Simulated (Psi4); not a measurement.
Computed with SAPT0/jun-cc-pVDZ, frozen core in Psi4.

Psi4 input:

```
molecule {
0 1
O -0.00127647 0.38959945 -0.00000000
H -0.76437883 -0.19730655 -0.00000000
H 0.76565529 -0.19229290 0.00000000
--
0 1
C 3.33770593 -0.50380359 -0.77730237
O 2.44896422 -1.16757786 -0.32259970
H 3.23175378 0.58613077 -0.94279041
H 4.31489941 -0.94300825 -1.05788147
units angstrom
symmetry c1
no_reorient
no_com
}
set basis jun-cc-pvdz
set scf_type df
set freeze_core true
energy('sapt0')
```

Part of the output:

```
    SAPT Results
  --------------------------------------------------------------------------------------------------------
    Electrostatics                -12.64470334 [mEh]      -7.93467114 [kcal/mol]     -33.19866405 [kJ/mol]
      Elst10,r                    -12.64470334 [mEh]      -7.93467114 [kcal/mol]     -33.19866405 [kJ/mol]

    Exchange                       10.04586395 [mEh]       6.30387480 [kcal/mol]      26.37541218 [kJ/mol]
      Exch10                       10.04586395 [mEh]       6.30387480 [kcal/mol]      26.37541218 [kJ/mol]
      Exch10(S^2)                   9.98257835 [mEh]       6.26416249 [kcal/mol]      26.20925586 [kJ/mol]

    Induction                      -3.20212799 [mEh]      -2.00936565 [kcal/mol]      -8.40718589 [kJ/mol]
      Ind20,r                      -4.32187754 [mEh]      -2.71201910 [kcal/mol]     -11.34708791 [kJ/mol]
      Exch-Ind20,r                  2.35701498 [mEh]       1.47904923 [kcal/mol]       6.18834196 [kJ/mol]
      delta HF,r (2)               -1.23726543 [mEh]      -0.77639578 [kcal/mol]      -3.24843994 [kJ/mol]

    Dispersion                     -2.29122039 [mEh]      -1.43776250 [kcal/mol]      -6.01559831 [kJ/mol]
      Disp20                       -2.81340575 [mEh]      -1.76543876 [kcal/mol]      -7.38659577 [kJ/mol]
      Exch-Disp20                   0.52218536 [mEh]       0.32767626 [kcal/mol]       1.37099746 [kJ/mol]
      Disp20 (SS)                  -1.40670287 [mEh]      -0.88271938 [kcal/mol]      -3.69329789 [kJ/mol]
      Disp20 (OS)                  -1.40670287 [mEh]      -0.88271938 [kcal/mol]      -3.69329789 [kJ/mol]
      Exch-Disp20 (SS)              0.29383751 [mEh]       0.18438582 [kcal/mol]       0.77147029 [kJ/mol]
      Exch-Disp20 (OS)              0.22834784 [mEh]       0.14329043 [kcal/mol]       0.59952717 [kJ/mol]

  Total HF                         -5.80096738 [mEh]      -3.64016199 [kcal/mol]     -15.23043776 [kJ/mol]
  Total SAPT0                      -8.09218777 [mEh]      -5.07792449 [kcal/mol]     -21.24603607 [kJ/mol]
```
